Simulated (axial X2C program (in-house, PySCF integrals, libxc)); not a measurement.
**Spin–orbit effects down a group: molecules with Mg, PBE0**

Calculated with an in-house relativistic program for diatomic molecules, spin-free (one-electron X2C) or two-component (2c: spin–orbit coupling with atomic mean-field Coulomb and Gaunt terms, which also bring small scalar terms), in Dyall basis sets with cores contracted in-house; open shells are unrestricted.

Basis sets: Mg dyall-cv3z, Ni dyall-cv3z, Pd dyall-cv3z, Pt dyall-cv3z.

```csv
molecule,spin-free state,Re (Å),ωe (cm⁻¹),De (eV),2c state,Re 2c (Å),ωe 2c (cm⁻¹),De 2c (eV)
MgNi,"M_S = 1, Λ = 0",2.567,221.2,0.75,Ω = 3,2.466,249.1,n/a
MgPd,"M_S = 0, Λ = 0",2.345,299.0,1.42,Ω = 0,2.344,298.7,1.42
MgPt,"M_S = 0, Λ = 0",2.283,374.6,1.96,Ω = 3,2.457,300.3,1.79
```

Each entry is the lowest single determinant of a limited PBE0 search at one distance. De goes to single-determinant-based atoms at the same level (for ions the charge split of lowest energy) and is withheld (n/a) where an atom does not fit its ground term or J level. Main or longest-lived isotopes. One determinant is a doubtful description, or other states lie close, for MgNi, MgPt; these need not be ground states, and all values refer to the states named. With several unpaired electrons the Ω given is that of one determinant, not necessarily of the lowest component. The functionals have no current term, which raises determinants with orbital currents. The lowest determinant changes configuration between the Hamiltonians for MgNi, MgPt, so two states are compared there.
